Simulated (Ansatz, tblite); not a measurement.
Cost and result up the ladder for the cluster Cu₂F₂⁺ (4 atoms). The state is a doublet with charge 1. Geometry: B3LYP-D4/def2-SVP.

```xyz
4

Cu   -0.588   -0.200   -1.320
Cu    0.588    0.201    1.319
F    -0.918    0.797    0.288
F     0.918   -0.797   -0.287
```

Ansatz on 4 threads of Arm Neoverse V2 on a shared host; xTB runs through tblite on one thread. Times are rough, summed over both states, and most runs start from the orbitals of an earlier one. ωB97M-V/def2-TZVP serves as the yardstick here, not as an exact answer. The other state is a quartet at its own geometry.

The xTB rows come from tblite. B3LYP takes the VWN-RPA correlation. HSE06 is defined as in plane-wave codes, on full-range PBE exchange. Another isomer (doublet) lies 0.42 eV lower at PBE0-D4/def2-TZVP.

Run but left out: PBE-D4/def2-TZVP, r2SCAN-D4/def2-TZVP (doublet: an occupied level 0.04 to 0.11 eV above an empty one); MP2/def2-TZVP, CCSD/def2-TZVP, CCSD(T)/def2-TZVP (flagged by the program: other roots).

xTB has no spin-polarisation term.

| level | functions | wall time | quartet − doublet (eV) | difference from ωB97M-V/def2-TZVP (eV) |
| --- | --- | --- | --- | --- |
| GFN2-xTB | 26 | 0.005 s | 6.37 | 3.64 |
| GFN1-xTB | 26 | 0.006 s | 2.98 | 0.25 |
| HF/def2-TZVP | 152 | 7.7 s | 0.51 | -2.22 |
| B3LYP-D4/def2-TZVP | 152 | 8.6 s | 2.46 | -0.27 |
| HSE06-D4/def2-TZVP | 152 | 16 s | 2.35 | -0.38 |
| PBE0-D4/def2-TZVP | 152 | 18 s | 2.35 | -0.38 |
| ωB97X-V/def2-TZVP | 152 | 31 s | 2.81 | 0.08 |
| ωB97M-V/def2-TZVP | 152 | 41 s | 2.73 | 0.00 |
